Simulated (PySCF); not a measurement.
Electron correlation in F⁺ (fluorine, charge +1)

[He] 2s2 2p4, high-spin 3P determinant. Calculation: PySCF 2.14, in aug-cc-pVDZ (4s3p2d, 23 functions); no relativity, point nucleus. Frozen: 1s2; 6 electrons correlated.

MP2 pair energies summed by pair of shells (mhartree):

| pair | energy | share (%) |
| --- | --- | --- |
| 2p-2p | -49.44 | 47.9 |
| 2s-2p | -46.19 | 44.8 |
| 2s-2s | -7.54 | 7.3 |

Total MP2 correlation energy: -103.17 mhartree.

Same-spin part -25.30 and opposite-spin part -77.87 mhartree; SCS-MP2 scales them by 1/3 and 6/5 to -101.88 mhartree.

```csv
level,correlation energy (mhartree)
CCSD,-118.22
(T),-1.22
CCSD(T),-119.44
```

Diagnostics: T1 = 0.0053, D1 = 0.0090, largest double amplitude 0.035.

Problem. Is a single reference adequate?

Solution. Yes: T1 lies below 0.03 and no double amplitude reaches 0.07.
